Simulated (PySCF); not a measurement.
Species: `s1c(ccc1)C(O)=O`. The columns A, B, C and D hold Mulliken, IAO, Hirshfeld and ESP-fitted charges (e) of one PBE0/pcSseg-2 density (PySCF), in a shuffled order. Coordinates in Å (PBE0-D3(BJ)/def2-TZVP); the density's dipole moment is (-1.70, -0.94, 0.66) D.

```csv
atom,x,y,z,A,B,C,D
O1,2.417,0.866,-0.731,-0.421,-0.480,-0.273,-0.535
C2,1.820,-0.055,-0.237,+0.458,+0.536,+0.189,+0.608
O3,2.430,-1.179,0.182,-0.345,-0.502,-0.183,-0.546
C4,0.376,-0.086,-0.019,-0.003,-0.238,-0.059,-0.041
C5,-0.492,0.929,-0.329,-0.094,-0.143,-0.050,-0.078
C6,-1.826,0.614,-0.008,-0.044,-0.185,-0.069,-0.274
C7,-1.944,-0.634,0.540,-0.088,-0.319,-0.073,-0.160
S8,-0.447,-1.424,0.669,+0.149,+0.410,+0.140,+0.050
H9,3.372,-1.065,-0.004,+0.230,+0.385,+0.187,+0.427
H10,-0.154,1.856,-0.772,+0.051,+0.184,+0.067,+0.158
H11,-2.666,1.276,-0.173,+0.041,+0.170,+0.062,+0.192
H12,-2.845,-1.127,0.875,+0.069,+0.183,+0.065,+0.198
```

Question: Which column most likely holds the ESP-fitted charges?

Answer: D. Σ q r misses the density's dipole by 0.04 D (D), 0.79 D (C), 1.23 D (A), 1.69 D (B). Charges fitted to the outside potential are the only set here that is tied to the molecule's multipoles.

Question: And the Hirshfeld charges?

Answer: C. The mean sizes are 0.118 e (C), 0.166 e (A), 0.272 e (D), 0.311 e (B), and Hirshfeld charges are commonly the smallest of these schemes.

As computed, A = Mulliken, B = IAO, C = Hirshfeld, D = ESP-fitted. Hydrogens on carbon: Mulliken +0.04 to +0.07, IAO +0.17 to +0.18, Hirshfeld +0.06 to +0.07, ESP-fitted +0.16 to +0.20 e.

The Hirshfeld scheme weights the molecular density at each point by an atom's share of the summed free-atom densities. The ESP scheme is a least-squares fit of atom-centred charges to the potential on four shells outside the van der Waals surface, with the total charge fixed.

Geometry: PBE0-D3(BJ)/def2-TZVP, one conformer, isolated molecule.

Conformer computed: `[O:1]=[C:2]([OH:3])[c:4]1[cH:5][cH:6][cH:7][s:8]1`: O1–C2–C4–C5 -1°, H–O3–C2–O1 0°.
